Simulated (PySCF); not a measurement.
**Spin-rotation constants: closo-1-NB8 (H on N)**

Cartesian coordinates in Å; atom numbers follow the order of the lines, from 1:
```xyz
18

B    -1.0344   -0.9292    0.3130
B     1.0032    0.7039    0.7317
N    -0.0442   -0.2839    1.3353
B     1.4481    0.0967   -0.7727
B    -0.9537    0.8076    0.6900
B    -1.3944    0.2494   -0.8342
B    -0.0071   -0.6508   -1.2854
B     0.9159   -1.0330    0.3566
B     0.0795    1.1190   -0.9055
H    -1.6789   -1.8136    0.7499
H     1.6072    1.3241    1.5313
H    -0.0764   -0.4957    2.3218
H     2.4810    0.1652   -1.3227
H    -1.5226    1.4901    1.4640
H    -2.3898    0.4264   -1.4281
H    -0.0218   -1.3186   -2.2523
H     1.4419   -1.9805    0.8198
H     0.1468    2.1229   -1.5125
```

Computed with GIAO KT3/def2-SVP magnetisability, rotational g tensor and spin-rotation constants, non-relativistic, gas phase in PySCF. Geometry: GFN2-xTB.

(1) Give the nuclear spin-rotation constants along the inertial axes (H = +C I·J) beside the isotropic shieldings.

Results:

(1) Rotational constants 2.8936, 2.8174, 2.3773 GHz.
```csv
atom,isotope,Caa (kHz),Cbb (kHz),Ccc (kHz),mean (kHz),σ (ppm)
B1,11B,0.560,0.492,0.294,0.449,118.6
B2,11B,0.561,0.494,0.292,0.449,118.5
N3,14N,0.222,0.119,0.049,0.130,218.5
B4,11B,0.746,1.093,0.144,0.661,83.2
B5,11B,0.562,0.493,0.291,0.449,118.5
B6,11B,0.746,1.092,0.144,0.661,83.2
B7,11B,0.535,0.533,0.096,0.388,132.7
B8,11B,0.560,0.492,0.293,0.449,118.6
B9,11B,0.539,0.538,0.095,0.391,132.2
H10,1H,-0.166,-0.195,-0.097,-0.153,29.2
H11,1H,-0.165,-0.195,-0.097,-0.153,29.2
H12,1H,-0.303,0.104,-0.241,-0.147,25.9
H13,1H,0.084,-0.057,-0.237,-0.070,25.4
H14,1H,-0.165,-0.195,-0.097,-0.153,29.2
H15,1H,0.084,-0.057,-0.237,-0.070,25.4
H16,1H,-0.294,-0.062,-0.134,-0.163,30.4
H17,1H,-0.166,-0.195,-0.097,-0.153,29.2
H18,1H,-0.294,-0.061,-0.133,-0.163,30.4
```
For the geometry as given, no vibrational averaging.
